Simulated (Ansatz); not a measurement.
Gas-phase electronic energies from Ansatz, PBE0-D4/def2-TZVP geometries. CCSD(T)/CBS adds triple-zeta CCSD(T) − MP2 to the extrapolated MP2 energy (def2 sets, frozen cores). This one scheme is used for every species. Functionals use def2-TZVPP. B3LYP here is the variant with VWN-RPA as its local correlation; programs differ in this. For Ge outer-core shells are correlated without core-valence functions, which leaves a few kJ/mol of doubt a bond. Scalar relativity is left out up to krypton. One conformer a species, not always the lowest.

Reaction (formal exchange of groups at the Si–C bond): `OC[SiH2][SiH3]` + `[OH][GeH2][SiH2][SiH3]` → `[SiH3][SiH2][GeH2][SiH2][SiH3]` + `OCO`

(1) Is it downhill or uphill in electronic energy at CCSD(T)/CBS, and by how much? (Best estimate.)

(2) What do these levels give: PBE-D4, B3LYP-D4, ωB97X-V, r2SCAN, B3LYP, CCSD/def2-TZVPP, CCSD(T)/def2-TZVPP, HF/def2-QZVPP, MP2/def2-QZVPP, SCS-MP2/def2-QZVPP, HF/CBS(def2), CCSD/CBS(def2)? (Estimate.)

Largest T1 diagnostic among the species: 0.013.

## Answers

(1) Computed: Nearly level: ΔE = +2.7 kJ/mol.

(2) Ansatz gave: PBE-D4 -5.9, B3LYP-D4 2.6, ωB97X-V 3.4, r2SCAN 3.9, B3LYP 13.0, CCSD/def2-TZVPP 4.2, CCSD(T)/def2-TZVPP 2.6, HF/def2-QZVPP 17.9, MP2/def2-QZVPP 7.2, SCS-MP2/def2-QZVPP 13.2, HF/CBS(def2) 18.3, CCSD/CBS(def2) 4.3 kJ/mol.

The D4 term adds −10.4 kJ/mol with B3LYP and −6.4 kJ/mol with PBE0; it sums over pairs of atoms, weighted by their polarisabilities, and B3LYP, whose exchange is more repulsive, gets the larger term. In def2-TZVPP, CCSD(T) changes the Hartree–Fock value by −12.8 kJ/mol (the triples alone add −1.7 kJ/mol) and MP2 by −9.2 kJ/mol.
